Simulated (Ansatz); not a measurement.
Start from `C=NC(=C)F` and change one atom or group to get `C=C(F)[SiH2]Cl`.

Ansatz, PBE0-D4/def2-TZVP geometries, multiplicity 1. Each molecule was computed in one conformer, which needn't be the lowest.

```
                                          property  `C=NC(=C)F`
                LUMO energy (PBE0/def2-TZVPP) / eV        -1.59
                 HOMO energy (PBE/def2-TZVPP) / eV        -6.34
              HOMO–LUMO gap (PBE0/def2-TZVPP) / eV         5.80
             HOMO energy (ωB97M-V/def2-TZVPP) / eV        -9.51
    size of the dipole moment (PBE/def2-TZVPP) / D         0.46
size of the dipole moment (ωB97M-V/def2-TZVPP) / D         0.74
```

(1) Give the same properties after the change, and the shifts. (Estimate.)

Results:

(1) Ansatz gave: 
```tsv
property	`C=C(F)[SiH2]Cl`	shift
LUMO energy (PBE0/def2-TZVPP) / eV	-0.91	0.68
HOMO energy (PBE/def2-TZVPP) / eV	-6.87	-0.53
HOMO–LUMO gap (PBE0/def2-TZVPP) / eV	7.19	1.39
HOMO energy (ωB97M-V/def2-TZVPP) / eV	-10.35	-0.84
size of the dipole moment (PBE/def2-TZVPP) / D	1.87	1.41
size of the dipole moment (ωB97M-V/def2-TZVPP) / D	2.03	1.29
```

With PBE0 the HOMO falls by 0.72 eV and the LUMO rises by 0.68 eV, so the gap widens by about 1.40 eV. PBE moves the HOMO by -0.53 eV and ωB97M-V by -0.84 eV. Dipoles are sizes alone; their direction can turn.
